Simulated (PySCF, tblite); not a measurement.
Isomers of C5H5F3Si. Computed with GFN2-xTB (tblite): harmonic, unscaled wavenumbers at the GFN2-xTB geometry, gas phase. This tight-binding method is rough: wavenumbers can miss measured ones by several per cent, in bad cases by 10 to 20. Modes of hydrogen on silicon can be 10 to 20 % off. One conformer each.

Electronic energies: PBE0/pcSseg-1 single points on the GFN2-xTB geometries (PySCF, gas phase).

```
                    SMILES  electronic energy, lowest = 0 (kcal/mol)
C=C1[SiH2][C@H]1C(F)=C(F)F                                     148.2
    C=CC1([Si](F)(F)F)C=C1                                      23.3
      FC1=C[Si](F)(F)C=CC1                                       0.0
    C#C/C=C(\C)[Si](F)(F)F                                       1.6
```

How do GFN2-xTB zero-point energies change the relative energies?

```
                    SMILES  ZPE (kcal/mol)  of it from modes above 1550 cm⁻¹  electronic (kcal/mol)  with ZPE, lowest = 0 (kcal/mol)  lowest mode (cm⁻¹)  rings
      FC1=C[Si](F)(F)C=CC1            56.2                              26.3                    0.0                              0.2                  51      1
    C#C/C=C(\C)[Si](F)(F)F            54.4                              27.7                    1.6                              0.0                  26      0
    C=CC1([Si](F)(F)F)C=C1            53.9                              27.6                   23.3                             21.2                  11      1
C=C1[SiH2][C@H]1C(F)=C(F)F            51.0                              25.0                  148.2                            143.3                  38      1
```

The zero-point energies span 5.2 kcal/mol, from `C=C1[SiH2][C@H]1C(F)=C(F)F` to `FC1=C[Si](F)(F)C=CC1`. With it `C#C/C=C(\C)[Si](F)(F)F` becomes the lowest.

And how do the electronic energies of GFN2-xTB itself compare?

`FC1=C[Si](F)(F)C=CC1` 9.8; `C#C/C=C(\C)[Si](F)(F)F` 0.0; `C=CC1([Si](F)(F)F)C=C1` 23.9; `C=C1[SiH2][C@H]1C(F)=C(F)F` 127.1 kcal/mol, lowest = 0. Against the energies above, taken from the same isomer `FC1=C[Si](F)(F)C=CC1`, the largest difference is 30.9 kcal/mol.

What do entropy and thermal enthalpy add at 298.15 K and 1 bar (rigid rotor, harmonic oscillator, one conformer each)?

```tsv
SMILES	point group	symmetry number	S (cal/(mol K))	H − H(0) (kcal/mol)	ZPE + H − H(0) − TS (kcal/mol)
FC1=C[Si](F)(F)C=CC1	Cs	1	95.1	6.37	34.2
C#C/C=C(\C)[Si](F)(F)F	Cs	1	106.1	7.64	30.4
C=C1[SiH2][C@H]1C(F)=C(F)F	C1	1	100.2	7.06	28.2
```

Not tabulated: `C=CC1([Si](F)(F)F)C=C1` (lowest mode only 11 cm⁻¹).
